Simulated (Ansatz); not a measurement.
Molecule: WH2, net charge 0, quintet state. The spin state was set by rule; other spins were not relaxed. 
Coordinates optimised at B3LYP-D3(BJ)/def2-TZVP (Ansatz, a quantum-chemistry and plane-wave program):
```xyz
3

W     -0.0002     0.0000    -0.0249
H      1.4421     0.0069     0.9118
H     -1.4290    -0.0085     0.9321
```
Charge 0, spin multiplicity 5.

Basis-set convergence of Hartree-Fock and MP2 correlation energies (hartree) with Ansatz. Correlated levels leave the core frozen unless marked. Open shells are spin-unrestricted. No spin-orbit coupling. Frozen are the shells of the preceding noble gas and the d and f shells that filled before the atom's block. Past Kr the def2 sets carry scalar-relativistic core potentials.

```csv
basis,functions,E(HF),"E(corr, MP2)"
def2-SVP,42,-67.47303,-0.10516
def2-TZVPP,84,-67.49059,-0.13525
def2-QZVPP,141,-67.49287,-0.14258
```

Extrapolating the two largest sets (X = 3 and 4) as X^-3: E(corr) = (64·(-0.14258) - 27·(-0.13525))/37 = -0.1479 Eh, an estimate of the basis-set limit. The largest set recovers 96.4 % of it, the smallest 71.1 %.
